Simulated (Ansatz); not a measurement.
Cl₂H₃NSn, SMILES `[NH2][SnH]([Cl])[Cl]`. Total charge 0; spin multiplicity 1. Sn takes the def2 core potential.

```tsv
atom	x (Å)	y (Å)	z (Å)
N1	-0.085	1.173	-0.602
Sn2	0.020	-0.600	0.317
Cl3	0.342	-2.130	-1.387
Cl4	1.926	-0.474	1.618
H5	-0.839	1.248	-1.273
H6	-0.122	1.963	0.028
H7	-1.242	-1.179	1.299
```

(1) What are the harmonic wavenumbers in cm⁻¹ at PBE0-D4/def2-TZVP (Ansatz, finite differences of forces, unscaled)? (Estimate.)

(2) Is this a minimum?

## Answers

(1) Computed: 52i, 105, 156, 167, 376, 385, 489, 555, 565, 650, 863, 1556, 1958, 3547, 3650.

(2) No: 1 imaginary mode, so it is a saddle point.
